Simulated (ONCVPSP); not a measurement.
**helium (He): one change to an ONCV potential, before and after**

He, optimised norm-conserving Vanderbilt (ONCV), made with ONCVPSP 4.0.1 (PBEsol, scalar-relativistic). Core none, reference 1s2. Waves: 1s: rc 0.70 bohr, ncon 4, nbas 8, qcut 7.2 1/bohr, local. Local part: the s channel. Core correction: none.

Change: s: rc 0.56.

Cutoffs: the cutoffs (Ha) at which the residual kinetic energy of the hardest occupied pseudo-wave falls to 1 and 0.1 mHa per electron; they do not see the model core or the augmentation charge, which bear on the density cutoff. Errors are all-electron minus pseudo energies relative to the spin-unpolarised reference configuration.

**Question.** Predict the effect on cutoff, ghosts and configuration errors.

**Answer.** The potential gets harder (270 Ha and 355 Ha → 437 Ha and 556 Ha); neither file shows a bound ghost. A smaller radius makes the pseudo-wave follow the all-electron one further in, where it bends more sharply, so more plane waves are needed.

```csv
quantity,base,changed
"cutoff, loose",270 Ha,437 Ha
"cutoff, tight",355 Ha,556 Ha
bound ghosts,none,none
GHOST(+) flags under 300 eV,none,none
"error for 1s1, meV [ΔE 26.59 eV]",+28,+11
"error for 1s1.5, meV [ΔE 10.39 eV]",+3.3,+1.1
```
